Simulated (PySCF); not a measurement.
C₄H₈B₂O₂, SMILES B(C)(C#CB(O)O)C, GFN2-xTB optimised geometry.

```
16

B      0.21     1.23     0.00
O     -0.44     2.43     0.00
O      1.56     1.23     0.00
C     -0.54    -0.10     0.00
C     -1.18    -1.14     0.00
B     -1.94    -2.43     0.00
C     -2.31    -3.12    -1.37
C     -2.36    -3.08     1.38
H     -1.40     2.40     0.00
H      1.94     2.11     0.00
H     -3.18    -3.77    -1.31
H     -2.46    -2.41    -2.18
H     -1.47    -3.75    -1.67
H     -1.63    -2.90     2.17
H     -2.54    -4.15     1.31
H     -3.29    -2.62     1.71
```

Density from PBE0/def2-TZVP in PySCF at that geometry.

Minimum of the electron density along straight lines between bonded atoms, close to the bond critical point (lines longer than 1.1 times the sum of covalent radii, or with two minima, are not listed):

```json
[
 {"bond": "B1–O2", "length / Å": "1.367", "ρ at the minimum / e bohr⁻³": "0.207", "∇²ρ there / e bohr⁻⁵": "0.91", "position (fraction from the first atom)": "0.33"},
 {"bond": "B1–O3", "length / Å": "1.350", "ρ at the minimum / e bohr⁻³": "0.218", "∇²ρ there / e bohr⁻⁵": "?", "position (fraction from the first atom)": "0.33"},
 {"bond": "B1–C4", "length / Å": "1.531", "ρ at the minimum / e bohr⁻³": "0.185", "∇²ρ there / e bohr⁻⁵": "-0.04", "position (fraction from the first atom)": "0.33"},
 {"bond": "C4–C5", "length / Å": "1.215", "ρ at the minimum / e bohr⁻³": "0.422", "∇²ρ there / e bohr⁻⁵": "?", "position (fraction from the first atom)": "0.50"},
 {"bond": "C5–B6", "length / Å": "1.505", "ρ at the minimum / e bohr⁻³": "0.190", "∇²ρ there / e bohr⁻⁵": "?", "position (fraction from the first atom)": "0.68"},
 {"bond": "B6–C7", "length / Å": "1.579", "ρ at the minimum / e bohr⁻³": "0.185", "∇²ρ there / e bohr⁻⁵": "-0.32", "position (fraction from the first atom)": "0.33"},
 {"bond": "B6–C8", "length / Å": "1.579", "ρ at the minimum / e bohr⁻³": "0.185", "∇²ρ there / e bohr⁻⁵": "-0.32", "position (fraction from the first atom)": "0.33"},
 {"bond": "O2–H9", "length / Å": "0.955", "ρ at the minimum / e bohr⁻³": "0.365", "∇²ρ there / e bohr⁻⁵": "-2.56", "position (fraction from the first atom)": "0.81"},
 {"bond": "O3–H10", "length / Å": "0.958", "ρ at the minimum / e bohr⁻³": "0.362", "∇²ρ there / e bohr⁻⁵": "-2.51", "position (fraction from the first atom)": "0.81"},
 {"bond": "C7–H11", "length / Å": "1.088", "ρ at the minimum / e bohr⁻³": "0.275", "∇²ρ there / e bohr⁻⁵": "-0.92", "position (fraction from the first atom)": "0.64"},
 {"bond": "C7–H12", "length / Å": "1.088", "ρ at the minimum / e bohr⁻³": "0.275", "∇²ρ there / e bohr⁻⁵": "-0.93", "position (fraction from the first atom)": "0.64"},
 {"bond": "C7–H13", "length / Å": "1.091", "ρ at the minimum / e bohr⁻³": "0.268", "∇²ρ there / e bohr⁻⁵": "-0.88", "position (fraction from the first atom)": "0.64"},
 {"bond": "C8–H14", "length / Å": "1.088", "ρ at the minimum / e bohr⁻³": "0.275", "∇²ρ there / e bohr⁻⁵": "-0.92", "position (fraction from the first atom)": "0.64"},
 {"bond": "C8–H15", "length / Å": "1.088", "ρ at the minimum / e bohr⁻³": "0.275", "∇²ρ there / e bohr⁻⁵": "-0.93", "position (fraction from the first atom)": "0.64"},
 {"bond": "C8–H16", "length / Å": "1.091", "ρ at the minimum / e bohr⁻³": "0.268", "∇²ρ there / e bohr⁻⁵": "-0.88", "position (fraction from the first atom)": "0.64"}
]
```

**Question.** Some entries are withheld; supply them.

**Answer.** 
- B1–O3, ∇²ρ there / e bohr⁻⁵: 0.97
- C4–C5, ∇²ρ there / e bohr⁻⁵: -1.32
- C5–B6, ∇²ρ there / e bohr⁻⁵: 0.07
